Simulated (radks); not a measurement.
Species: Cu XXVIII. Configuration: [He] (the NIST ground configuration).

All-electron calculation, scalar-relativistic Kohn-Sham, SCAN, spin-polarised, spherical densities, finite nucleus; meta-GGA in the generalised Kohn-Sham scheme; Fermi nuclear charge, rms radius 3.8823 fm. Program: a radial shooting solver on a logarithmic mesh with Libxc functionals.

Energy parts (eV):
| part | energy |
|---|---|
| total | -22650.661 |
| kinetic | 23166.487 |
| electron-nucleus | -46310.603 |
| Hartree | 990.339 |
| exchange-correlation | -496.884 |

Orbitals (lengths in bohr, moments of r in powers of bohr; <r^-3> diverges for s and p1/2; r(max) is where P^2 peaks):
orbital  occ.  eigenvalue (eV)       <r^4>   r(max)  <r^-3>      <r>
1s          2        -10914.05  0.00003251  0.03400       -  0.05165

The highest occupied level is 1s at -10914.0 eV. Summed over all electrons, <r^2> = 0.007154 bohr^2, which gives a Langevin (diamagnetic) susceptibility term of -0.00567 x 10^-6 cm^3/mol.
